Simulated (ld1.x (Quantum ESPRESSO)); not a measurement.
# Pb (Z = 82): one change to a TM potential, before and after

Pb, norm-conserving Troullier–Martins (Kleinman–Bylander form), made with ld1.x (Quantum ESPRESSO) 7.5 (LDA (PZ), scalar-relativistic). Core [Xe] 4f14 5d10, reference 6s2 6p2. Waves: 6s (bound): rc 2.10 bohr; 6p (bound): rc 2.25 bohr; 6d channel at 0.05 Ry: rc 2.10 bohr. Local part: the d channel. Core correction: none.

Change: core correction a·sin(br)/r model core inside 1.14 bohr.

Cutoffs: the cutoffs (Ry, on a coarse ladder) from which the occupation-weighted sum of valence levels, in a spherical-Bessel basis at the reference potential, stays within 10 and 1 mRy of its value at 400 Ry; they do not see the model core or the augmentation charge, which bear on the density cutoff. Errors are all-electron minus pseudo energies relative to the spin-unpolarised reference configuration.

**Question.** Predict the effect on cutoff, ghosts and configuration errors.

**Answer.** The potential gets neither clearly harder nor softer (25 Ry and 40 Ry → 25 Ry and 40 Ry); both files keep a bound ghost (p, s); of the 9 tests that both files solve, the error grows in 7 and shrinks in 2 by more than 15 % and 0.3 meV (median size 42.9 → 39.2 meV). A model core, the more so a compact one, raises the density cutoff, which this test does not measure.

```tsv
quantity	base	changed
cutoff, loose	25 Ry	25 Ry
cutoff, tight	40 Ry	40 Ry
bound ghosts	s, p	s, p
error for 6s2 6p1, meV [ΔE 6.83 eV]	+5.1	-20
error for 6s2 6p0, meV [ΔE 20.59 eV]	+55	-128
error for 6s1 6p0, meV [ΔE 53.47 eV]	+244	-630
error for 6s1 6p3, meV [ΔE 8.82 eV]	+16	-39
error for 6s2 6p1.5, meV [ΔE 2.61 eV]	+0.5	-3.9
error for 6s1 6p2, meV [ΔE 16.43 eV]	+3.6	-97
error for 6s0 6p4, meV [ΔE 18.03 eV]	+96	-150
error for 6s2 6p2 (spin-polarised), meV [ΔE -0.45 eV]	+89	-4.3
error for 6s2 6p1 (spin-polarised), meV [ΔE 6.69 eV]	+43	-22
s: phases at 2.46 bohr within 0.05 rad from the reference energy up to (Ry; the scan ends near 5)	2.7	2.7
p: phases at 2.46 bohr within 0.05 rad from the reference energy up to (Ry; the scan ends near 5)	4.9	4.9
d: phases at 2.46 bohr within 0.05 rad from the reference energy up to (Ry; the scan ends near 5)	0.5	0.5
```

 A true bound ghost makes a file unfit for plane-wave use even where its test errors are small: the radial tests pick states by their node count and pass the ghost by.
